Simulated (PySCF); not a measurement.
How methods differ on the excitation energy of Rh

Rh [Kr] 4d8 5s1 (4F) → Rh [Kr] 4d8 5p1 (high-spin determinant), as a difference of total energies. Computed with PySCF 2.14 in def2-TZVPPD with the def2 core potential (28 electrons), with scalar relativity through the core potential. Correlated levels: valence and next inner shell: nothing frozen outside the core potential. The calculations carry no spin-orbit coupling.

| method | excitation energy (eV) |
| --- | --- |
| UHF | 3.070 |
| MP2 (valence and next inner shell) | 3.702 |
| SCS-MP2 (valence and next inner shell) | 3.573 |
| CCSD (valence and next inner shell) | 3.558 |
| CCSD(T) (valence and next inner shell) | 3.570 |

Task: How much does correlation contribute at CCSD(T) (valence and next inner shell)?

Result: 3.570 − (3.070) = 0.500 eV, measured against UHF.

The determinant of the upper state mixes LS terms, which raises its energy above the lowest term, most at the Hartree-Fock and MP2 levels.
